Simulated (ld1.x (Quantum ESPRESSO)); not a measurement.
## beryllium: excitation energies, all-electron against TM semilocal

```
Element                 : beryllium (Be)
Generator               : ld1.x (Quantum ESPRESSO) 7.5
Type                    : norm-conserving Troullier–Martins (semilocal form)
Functional              : PBE
Relativity              : non-relativistic
Frozen core             : none
Valence charge          : 4
Reference configuration : 1s2 2s2 2p0
Partial waves           : 1s (bound): rc 0.35 bohr; 3d channel at 0.25 Ry: rc 2.75 bohr; 2p (bound, empty): rc 2.95 bohr
Local potential         : the p channel
Core correction         : none
```

Occupied shells without a wave of their own: 2s. They enter only through the test configuration that unscreens the potential.

Energies are relative to the spin-unpolarised reference configuration 1s2 2s2 2p0; without spin polarisation the order of configurations can differ from experiment.

```tsv
valence configuration	charge	ΔE all-electron (eV)	error AE − PS (meV)
1s2 2s1 2p0	+1	9.549	+6.6
1s2 2s0 2p0	+2	27.494	+19
1s2 2s1.5 2p0	+0.5	3.760	+2.8
1s1 2s2 2p0	+1	128.261	+33
1s2 2s0 2p1	+1	13.456	-71
1s2 2s0 2p2	0	7.247	-39
1s2 2s1 2p1	0	3.610	-6.3
```

Levels in the configuration 1s2 2s1 2p1:

```tsv
level	all-electron (eV)	pseudo (eV)
1s	-107.613	-107.830
2s	-6.163	-6.184
2p	-2.535	-2.537
```
